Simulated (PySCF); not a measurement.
Molecule: 3-chlorophenol, C$_{6}$H$_{5}$ClO.

Bonds (- single, = double, # triple, : aromatic): O1-C2 1.347 Å, C2:C3 1.400 Å, C3:C4 1.390 Å, C4:C5 1.395 Å, C5:C6 1.392 Å, C6-Cl7 1.733 Å, C6:C8 1.394 Å, C8:C2 1.398 Å. O1 carries H9; C3 carries H10; C4 carries H11; C5 carries H12; C8 carries H13.

Geometry PBE0-D3(BJ)/def2-SVP throughout; GIAO in PySCF, gas phase, one conformer, non-relativistic; equivalent atoms averaged; functional PBE0.

**Question.** How do the absolute shieldings σ depend on the basis set? (a selection of nuclei; ppm; last column core-seconds on shared hosts with different chips, so compare them loosely)

**Answer.** 
| basis set | functions | O1 | C2 | C6 | C3 | Cl7 | H11 | H12 | H13 | H9 | core-s |
| --- | --- | --- | --- | --- | --- | --- | --- | --- | --- | --- | --- |
| STO-3G | 49 | 267.3 | 109.3 | 115.3 | 135.3 | 928.4 | 25.55 | 26.01 | 26.80 | 28.97 | 7.1 |
| pcSseg-0 | 86 | 202.1 | 24.2 | 41.9 | 68.5 | 740.8 | 25.58 | 26.11 | 26.74 | 29.42 | 5.4 |
| 6-31G | 86 | 214.7 | 49.2 | 61.5 | 87.7 | 761.6 | 25.35 | 25.85 | 26.53 | 29.23 | 14 |
| 6-31G* | 126 | 223.0 | 46.3 | 59.9 | 86.7 | 749.5 | 24.84 | 25.36 | 25.91 | 28.59 | 22 |
| cc-pVDZ | 141 | 224.9 | 41.5 | 54.3 | 85.0 | 748.8 | 24.20 | 24.61 | 25.06 | 28.05 | 11 |
| def2-SVP | 141 | 225.1 | 39.9 | 53.0 | 83.0 | 758.0 | 24.30 | 24.74 | 25.13 | 27.86 | 9.3 |
| pcSseg-1 | 168 | 209.2 | 21.9 | 38.3 | 66.8 | 704.7 | 23.97 | 24.35 | 24.76 | 27.38 | 20 |
| aug-cc-pVDZ | 233 | 224.4 | 40.4 | 53.0 | 84.2 | 749.4 | 24.00 | 24.32 | 24.71 | 27.57 | 22 |
| 6-311+G(2d,p) | 254 | 210.5 | 25.3 | 41.9 | 70.8 | 704.5 | 24.14 | 24.47 | 24.85 | 27.88 | 58 |
| def2-TZVP | 284 | 211.6 | 23.2 | 39.5 | 69.9 | 683.9 | 24.08 | 24.46 | 24.88 | 27.79 | 29 |
| cc-pVTZ | 314 | 211.7 | 25.1 | 41.3 | 71.2 | 722.2 | 23.94 | 24.30 | 24.71 | 27.39 | 34 |

**Question.** Which nucleus among those listed moves most, in ppm?

**Answer.** Cl7 (chlorine bonded to C): from 683.9 ppm with def2-TZVP to 928.4 ppm with STO-3G. The smallest spread is 1.63 ppm, at H11. Proton shifts span only some 12 ppm, so a few tenths of a ppm matter as much there as several ppm in carbon.

**Question.** Taking the largest basis, cc-pVTZ (314 functions), as the yardstick, rank the others by their worst heavy-atom deviation.

**Answer.** pcSseg-1 17.5 ppm (168 functions), 6-311+G(2d,p) 17.7 ppm (254 functions), pcSseg-0 18.6 ppm (86 functions), cc-pVDZ 26.6 ppm (141 functions), aug-cc-pVDZ 27.2 ppm (233 functions), 6-31G* 27.3 ppm (126 functions), def2-SVP 35.8 ppm (141 functions), def2-TZVP 38.2 ppm (284 functions), 6-31G 39.4 ppm (86 functions), STO-3G 206.2 ppm (49 functions).

A small basis that lands close on one nucleus may do so by chance; judge by the trend and by all nuclei.
